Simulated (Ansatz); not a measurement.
`CN[SiH]([SiH3])Cl` + `B1CN1` → `[SiH3]N1BC1` + `CN[SiH2]Cl` at 400 K and 1 bar (cleavage of the Si–Si bond).

Computed with Ansatz on PBE0-D4/def2-TZVP structures; ΔE is electronic, products minus reactants. CCSD(T)/CBS adds triple-zeta CCSD(T) − MP2 to the extrapolated MP2 energy (def2 sets, frozen cores). This one scheme is used for every species. Each species was taken in one conformer, which may not be the lowest.

```json
{"species": "`CN[SiH]([SiH3])Cl`", "CCSD(T)/CBS energy (Eh)": "-1135.57158", "H − E (kJ/mol)": "278.4", "S (J/(mol·K))": "436.0"}
{"species": "`B1CN1`", "CCSD(T)/CBS energy (Eh)": "-119.91915", "H − E (kJ/mol)": "159.9", "S (J/(mol·K))": "273.3"}
{"species": "`[SiH3]N1BC1`", "CCSD(T)/CBS energy (Eh)": "-410.22623", "H − E (kJ/mol)": "210.7", "S (J/(mol·K))": "340.4"}
{"species": "`CN[SiH2]Cl`", "CCSD(T)/CBS energy (Eh)": "-845.29269", "H − E (kJ/mol)": "222.9", "S (J/(mol·K))": "360.3"}
```

H − E and S are ideal-gas, rigid-rotor, harmonic terms from PBE0-D4/def2-TZVP, for one conformer and one mirror image of each species. 1 Eh = 2625.50 kJ/mol, R = 8.31446 J/(mol·K).

Problem. By hand: ΔE, ΔH, ΔS and ΔG.

Solution. ΔE = (-410.22623) + (-845.29269) − (-1135.57158) − (-119.91915) = -0.02819 Eh = -74.0 kJ/mol. Δ(H − E) = 210.7 + 222.9 − 278.4 − 159.9 = -4.7, so ΔH = -78.7 kJ/mol. ΔS = 340.4 + 360.3 − 436.0 − 273.3 = -8.6 J/(mol·K). ΔG = -78.7 − 400 × (-8.6)/1000 = -75.3 kJ/mol.

Problem. By hand: the equilibrium constant, and the temperature at which ΔG would vanish if ΔH and ΔS stayed fixed.

Solution. log₁₀ K = −ΔG/(RT ln 10) = 9.8. ΔG = 0 at ΔH/ΔS = 9151 K, far beyond where these terms or the molecules hold.

The number of gas molecules stays the same, so ΔS is small and ΔH decides. A doubt of 5 kJ/mol in ΔE shifts log₁₀ K by 0.7 here. Other conformers and mirror images would add mixing entropy, several J/(mol·K) or more a flexible species. These are equilibria of isolated gas molecules and say nothing of rates. Largest T1 diagnostic: 0.013 (customary marks: 0.02 for closed shells, 0.045 for open ones).
